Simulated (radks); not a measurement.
The numbers below are computed, except where a source is named.
Problem. These are the eigenvalues of the occupied orbitals of an atom or ion with whole-number occupations (hartree). Code: a radial shooting solver on a logarithmic mesh with Libxc functionals. Model: non-relativistic Kohn-Sham, r2SCAN, spin-polarised, spherical densities, point nucleus; meta-GGA in the generalised Kohn-Sham scheme.

orbital  eigenvalue
1s down   -2688.624
1s up     -2688.624
2s up     -449.7756
2s down   -449.7708
2p up     -432.2045
2p down   -432.2010
3s up     -105.7094
3s down   -105.7086
3p up     -97.43967
3p down   -97.43858
3d up     -82.04172
3d down   -82.03894
4s up     -22.65589
4s down   -22.65345
4p up     -19.05805
4p down   -19.05524
4d up     -12.46208
4d down   -12.45832
4f up      -3.66363
4f down    -3.65864
5s up      -3.34933
5s down    -3.32087
5p up      -2.20714
5p down    -2.17677
5d up      -0.43555
5d down    -0.40505
6s up      -0.20207
6s down    -0.19486

Which element is it, and in what charge state? The configuration may be excited. Open shells, if any, are filled with parallel spins first.

Solution. Z = 79, gold, charge 0: Au in [Xe] 4f14 5d9 6s2. The list shows which subshells hold electrons but not how many an open one holds; the 1s level, -2688.6 hartree, gives Z - s = 73.3 by -(Z - s)^2/2, which with screening narrows Z to a few neighbours, and the depths of the outer levels then fix element, charge and occupations together.
